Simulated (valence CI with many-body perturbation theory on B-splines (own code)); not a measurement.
# E1 line list for N II

Calculated by valence CI with perturbative core correlation (CI+MBPT): four valence electrons over a frozen Dirac-Fock core [He], a basis of 11 s, 11 p, 10 d, 8 f, 5 g, 2 h functions for each j, with the one-electron correlation potential Σ1, the two-electron term Σ2, the three-electron term Σ3, Breit, model QED; selected CI, second order for the rest, scaled by the run's own slope (own B-spline code, finite nucleus).

Set against measurement, 39 paired levels are off by 76 cm⁻¹ on average, the worst by 300. These come from a selection out of the NIST Handbook of Basic Atomic Spectroscopic Data. Levels without a partner in it may be off by more. Among the levels kept, up to 1700 cm⁻¹ of a level comes from second order outside the variational space, and about a tenth of that is noise between levels of different J, which matters for small intervals.

Lines 51 to 100 of 505 in falling wavelength, among levels below 229464 cm⁻¹, chosen from the strongest by gf and those to the six lowest levels. Wavelengths and rates use the calculated energies, so an error of 80 cm⁻¹ moves a line at 3613 nm by 2.9 % and its rate by three times that or more. Electric multipoles are in the length gauge, E1 and E2 with the static RPA response of the core. Weak lines are less certain than strong ones. Lines between different terms over intervals too small for the method are left out, as are lines whose strength nearly cancels. Where a level lies close to another of its J and parity, the split of strength between their lines is uncertain. The highest levels of a list are the least certain.

Names give the largest LS component (configuration and term), which can be under half, so a name can repeat, a term be missing and a line seem to break the LS rules; names also repeat where a configuration has a term twice. Letters in brackets count levels of one name in rising energy.

```
λ vac (nm)          Upper             Lower   A (s⁻¹)  S (a.u.) with core polarisation  S without
      3613   2s²2p5p ³D_2     2s²2p5s ³P°_2  5.38e+05                         6.26e+01   6.26e+01
      3569  2s²2p5d ¹F°_3      2s²2p5p ¹D_2  4.14e+06                         6.50e+02   6.50e+02
      3556  2s²2p5d ³P°_2      2s²2p5p ³P_2  1.17e+06                         1.30e+02   1.30e+02
      3525   2s²2p5p ³D_3     2s²2p5s ³P°_2  2.75e+06                         4.16e+02   4.16e+02
      3523   2s²2p5p ³D_1     2s²2p5s ³P°_1  7.96e+05                         5.15e+01   5.15e+01
      3478  2s²2p5d ³P°_1      2s²2p5p ³P_1  7.98e+05                         4.97e+01   4.97e+01
      3453  2s²2p7d ³D°_3  2s²2p6f ³F_4 [a]  4.48e+05                         6.36e+01   6.36e+01
      3435   2s²2p5p ³D_1     2s²2p5s ³P°_0  1.68e+06                         1.01e+02   1.01e+02
      3430   2s²2p5p ³D_2     2s²2p5s ³P°_1  2.34e+06                         2.33e+02   2.33e+02
      3353  2s²2p7d ³F°_2  2s²2p6f ³G_3 [a]  5.34e+05                         4.97e+01   4.97e+01
      3246   2s²2p5p ³S_1     2s²2p5s ³P°_2  1.33e+06                         6.73e+01   6.73e+01
      3221  2s²2p7s ³P°_0      2s²2p6p ³D_1  3.88e+06                         6.41e+01   6.41e+01
      3204  2s²2p7s ³P°_1      2s²2p6p ³D_2  3.38e+06                         1.65e+02   1.65e+02
      3203  2s²2p7s ³P°_2      2s²2p6p ³S_1  5.25e+05                         4.26e+01   4.26e+01
      3115  2s²2p5d ³F°_2      2s²2p5p ³D_2  6.92e+05                         5.16e+01   5.16e+01
      3111  2s²2p7s ³P°_2      2s²2p6p ³D_3  3.74e+06                         2.78e+02   2.78e+02
      3098   2s²2p5p ³S_1     2s²2p5s ³P°_1  1.25e+06                         5.51e+01   5.51e+01
      3063  2s²2p5d ³F°_3      2s²2p5p ³D_2  5.63e+06                         5.59e+02   5.59e+02
      3062  2s²2p5d ³F°_4      2s²2p5p ³D_3  6.08e+06                         7.76e+02   7.76e+02
      3051  2s²2p7s ³P°_1      2s²2p6p ¹P_1  1.27e+06                         5.35e+01   5.35e+01
      3042  2s²2p5d ³F°_2      2s²2p5p ³D_1  3.84e+06                         2.67e+02   2.67e+02
      2902  2s²2p7s ¹P°_1      2s²2p6p ³D_1  1.23e+06                         4.44e+01   4.44e+01
      2901  2s²2p5d ³P°_0      2s²2p5p ³S_1  3.63e+06                         4.38e+01   4.38e+01
      2892  2s²2p5d ³P°_2      2s²2p5p ³S_1  4.06e+06                         2.42e+02   2.42e+02
      2891  2s²2p5d ¹D°_2      2s²2p5p ³D_1  1.87e+06                         1.11e+02   1.11e+02
      2888  2s²2p5d ³P°_1      2s²2p5p ³S_1  3.69e+06                         1.32e+02   1.32e+02
      2866  2s²2p5d ³F°_2      2s²2p5p ¹P_1  1.73e+06                         1.01e+02   1.01e+02
      2852  2s²2p5d ³D°_3      2s²2p5p ³D_3  2.05e+06                         1.64e+02   1.64e+02
      2814  2s²2p5d ³D°_2      2s²2p5p ³D_2  1.55e+06                         8.52e+01   8.52e+01
      2812  2s²2p7s ¹P°_1      2s²2p6p ¹P_1  1.42e+06                         4.69e+01   4.69e+01
      2812   2s²2p5p ¹D_2     2s²2p5s ¹P°_1  5.14e+06                         2.82e+02   2.82e+02
      2804  2s²2p5d ³D°_1      2s²2p5p ³D_1  1.13e+06                         3.70e+01   3.70e+01
      2783   2s²2p6p ³S_1     2s²2p5d ³P°_1  1.90e+06                         6.05e+01   6.05e+01
      2779   2s²2p6p ³S_1     2s²2p5d ³P°_2  3.60e+06                         1.14e+02   1.14e+02
      2750   2s²2p6p ³D_2     2s²2p5d ³D°_2  7.18e+05                         3.68e+01   3.68e+01
      2738   2s²2p6p ¹P_1     2s²2p5d ¹D°_2  1.63e+06                         4.96e+01   4.96e+01
      2732  2s²2p5d ¹D°_2      2s²2p5p ¹P_1  3.97e+06                         2.00e+02   2.00e+02
      2726   2s²2p5p ³P_1     2s²2p5s ³P°_2  2.53e+06                         7.59e+01   7.59e+01
      2702   2s²2p6p ³D_3     2s²2p5d ³D°_3  1.05e+06                         7.13e+01   7.13e+01
      2684   2s²2p5p ³P_2     2s²2p5s ³P°_2  4.00e+06                         1.91e+02   1.91e+02
      2664   2s²2p5p ³P_0     2s²2p5s ³P°_1  5.20e+06                         4.85e+01   4.85e+01
      2658   2s²2p6p ³D_1     2s²2p5d ¹D°_2  3.18e+06                         8.83e+01   8.83e+01
      2618   2s²2p6p ³P_2     2s²2p5d ¹F°_3  1.67e+06                         7.39e+01   7.39e+01
      2615   2s²2p6p ¹P_1     2s²2p5d ³F°_2  3.17e+06                         8.38e+01   8.38e+01
      2582   2s²2p5p ³P_2     2s²2p5s ³P°_1  1.17e+06                         4.96e+01   4.96e+01
      2576   2s²2p6p ¹D_2     2s²2p5d ¹F°_3  3.54e+06                         1.50e+02   1.50e+02
      2572   2s²2p5p ³P_1     2s²2p5s ³P°_0  1.52e+06                         3.83e+01   3.83e+01
      2547   2s²2p6p ³D_2     2s²2p5d ³F°_3  5.19e+06                         2.11e+02   2.11e+02
      2542   2s²2p6p ³D_1     2s²2p5d ³F°_2  2.32e+06                         5.64e+01   5.64e+01
      2537   2s²2p6p ³D_3     2s²2p5d ³F°_4  5.12e+06                         2.89e+02   2.89e+02
```
